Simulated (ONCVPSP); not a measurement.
# What one change does to a pseudopotential (titanium, ONCV)

titanium, optimised norm-conserving Vanderbilt (ONCV), made with ONCVPSP 4.0.1 (PBE, scalar-relativistic). Core [Ne], reference 3s2 3p6 3d2 4s2. Waves: 3s+4s: rc 1.75 bohr, ncon 4, nbas 8, qcut 6.1 1/bohr, 2 projectors; 3p: rc 1.60 bohr, ncon 4, nbas 7, qcut 10.9 1/bohr, 2 projectors, debl 3.7 Ha; 3d: rc 1.65 bohr, ncon 4, nbas 9, qcut 9.5 1/bohr, 2 projectors, debl 0.5 Ha. Local part: polynomial inside 1.45 bohr (lpopt 5, dvloc0 3 Ha). Core correction: Teter function, fcfact 4, rcfact 1.25.

All-electron outer shells of the reference configuration (PBE, scalar-relativistic, ld1.x):

```csv
shell,level (eV),outermost node (bohr),outermost maximum (bohr)
2p,-444.26,–,0.22
3s,-62.63,0.40,0.87
3p,-38.86,0.37,0.90
4s,-4.47,1.24,2.92
3d,-4.26,–,0.98
```

Change: s: rc 1.2; local potential polynomial inside 1.20 bohr (lpopt 5, dvloc0 3 Ha).

Cutoffs: the cutoffs (Ha) at which the residual kinetic energy of the hardest occupied pseudo-wave falls to 1 and 0.1 mHa per electron; they do not see the model core or the augmentation charge, which bear on the density cutoff. Errors are all-electron minus pseudo energies relative to the spin-unpolarised reference configuration.

Q: Predict the effect on cutoff, ghosts and configuration errors.

A: The potential gets harder (33 Ha and 38 Ha → 95 Ha and 123 Ha); of the 4 tests that both files solve, the error grows in 0 and shrinks in 1 by more than 15 % and 0.3 meV (median size 1.4 → 0.6 meV); neither file shows a bound ghost. A smaller radius makes the pseudo-wave follow the all-electron one further in, where it bends more sharply, so more plane waves are needed.

```tsv
quantity	base	changed
cutoff, loose	33 Ha	95 Ha
cutoff, tight	38 Ha	123 Ha
loose cutoff by channel	s 10 Ha, p 20 Ha, d 33 Ha	s 95 Ha, p 20 Ha, d 33 Ha
bound ghosts	none	none
GHOST(+) flags under 300 eV	none	none
error for 3s2 3p6 3d2 4s1, meV [ΔE 7.35 eV]	-0.5	-0.3
error for 3s2 3p6 3d2 4s0, meV [ΔE 20.92 eV]	-2.4	-0.9
error for 3s2 3p6 3d1 4s0, meV [ΔE 47.87 eV]	+30	+32
error for 3s2 3p6 3d2 4s1.5, meV [ΔE 2.94 eV]	-0.2	-0.1
p: phases at 1.62 bohr within 0.05 rad from the reference energy up to (Ha; the scan ends near 5)	to the end of the scan	to the end of the scan
d: phases at 1.68 bohr within 0.05 rad from the reference energy up to (Ha; the scan ends near 5)	to the end of the scan	to the end of the scan
rms error of d²Exc/dni dnj with the model core, mHa	1.05	0.98
```
